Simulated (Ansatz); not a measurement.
B₆As₅H₁₈, a cluster cut from wurtzite BAs (hydrogen-capped). Charge 0, multiplicity 2. Geometry PBE-D4/def2-SVP, that of the charge -1 singlet.

| atom | x (Å) | y (Å) | z (Å) |
| --- | --- | --- | --- |
| B1 | 0.627 | 1.231 | -2.157 |
| As2 | -1.047 | 1.355 | -0.942 |
| As3 | -0.682 | -1.923 | -1.541 |
| B4 | -1.923 | -0.528 | -0.663 |
| B5 | -0.712 | 2.301 | 0.871 |
| As6 | -1.969 | -0.894 | 1.366 |
| As7 | 1.932 | 0.030 | -1.076 |
| B8 | 1.334 | -1.965 | -1.119 |
| B9 | 2.414 | 0.776 | 0.794 |
| As10 | 0.646 | 1.057 | 1.832 |
| B11 | -0.276 | -0.680 | 2.520 |
| H12 | 0.332 | 0.689 | -3.224 |
| H13 | 1.090 | 2.362 | -2.270 |
| H14 | -2.135 | 2.125 | -1.695 |
| H15 | -0.950 | -1.804 | -3.036 |
| H16 | -1.320 | -3.302 | -1.334 |
| H17 | -3.050 | -0.623 | -1.129 |
| H18 | -0.193 | 3.388 | 0.635 |
| H19 | -1.762 | 2.364 | 1.513 |
| H20 | -3.129 | -0.059 | 1.892 |
| H21 | -2.608 | -2.273 | 1.572 |
| H22 | 3.238 | 0.038 | -1.873 |
| H23 | 1.875 | -2.592 | -2.025 |
| H24 | 1.431 | -2.486 | -0.015 |
| H25 | 2.915 | 1.887 | 0.622 |
| H26 | 3.129 | -0.024 | 1.392 |
| H27 | 1.033 | 1.799 | 3.113 |
| H28 | 0.408 | -1.670 | 2.293 |
| H29 | -0.648 | -0.577 | 3.685 |

B3LYP takes the VWN-RPA correlation. Single mean-field runs in def2-TZVP are fitted with def2-universal-jkfit. At PBE-D4/def2-TZVP the gap within one spin of the charge 0 doublet nearly closes, so an electron or hole may be smeared out by delocalisation error.

(1) Estimate the α-spin orbital energies around the gap (eV) in Ansatz with PBE-D4/def2-TZVP, B3LYP-D4/def2-TZVP, PBE0-D4/def2-TZVP.

## Answers

(1) 
```json
{"orbital": "HOMO−5", "PBE-D4/def2-TZVP": "-7.16", "B3LYP-D4/def2-TZVP": "-8.07", "PBE0-D4/def2-TZVP": "-8.26"}
{"orbital": "HOMO−4", "PBE-D4/def2-TZVP": "-7.13", "B3LYP-D4/def2-TZVP": "-8.00", "PBE0-D4/def2-TZVP": "-8.23"}
{"orbital": "HOMO−3", "PBE-D4/def2-TZVP": "-6.96", "B3LYP-D4/def2-TZVP": "-7.97", "PBE0-D4/def2-TZVP": "-8.17"}
{"orbital": "HOMO−2", "PBE-D4/def2-TZVP": "-6.77", "B3LYP-D4/def2-TZVP": "-7.75", "PBE0-D4/def2-TZVP": "-7.94"}
{"orbital": "HOMO−1", "PBE-D4/def2-TZVP": "-6.59", "B3LYP-D4/def2-TZVP": "-7.53", "PBE0-D4/def2-TZVP": "-7.69"}
{"orbital": "HOMO", "PBE-D4/def2-TZVP": "-6.55", "B3LYP-D4/def2-TZVP": "-7.45", "PBE0-D4/def2-TZVP": "-7.62"}
{"orbital": "LUMO", "PBE-D4/def2-TZVP": "-1.81", "B3LYP-D4/def2-TZVP": "-1.24", "PBE0-D4/def2-TZVP": "-1.06"}
{"orbital": "LUMO+1", "PBE-D4/def2-TZVP": "-1.41", "B3LYP-D4/def2-TZVP": "-0.75", "PBE0-D4/def2-TZVP": "-0.53"}
{"orbital": "LUMO+2", "PBE-D4/def2-TZVP": "-0.97", "B3LYP-D4/def2-TZVP": "-0.31", "PBE0-D4/def2-TZVP": "-0.06"}
{"orbital": "LUMO+3", "PBE-D4/def2-TZVP": "-0.75", "B3LYP-D4/def2-TZVP": "-0.14", "PBE0-D4/def2-TZVP": "0.09"}
{"orbital": "LUMO+4", "PBE-D4/def2-TZVP": "-0.63", "B3LYP-D4/def2-TZVP": "0.01", "PBE0-D4/def2-TZVP": "0.20"}
{"orbital": "LUMO+5", "PBE-D4/def2-TZVP": "-0.53", "B3LYP-D4/def2-TZVP": "0.09", "PBE0-D4/def2-TZVP": "0.29"}
{"orbital": "β HOMO", "PBE-D4/def2-TZVP": "-6.48", "B3LYP-D4/def2-TZVP": "-7.38", "PBE0-D4/def2-TZVP": "-7.54"}
{"orbital": "β LUMO", "PBE-D4/def2-TZVP": "-6.48", "B3LYP-D4/def2-TZVP": "-6.38", "PBE0-D4/def2-TZVP": "-6.27"}
```
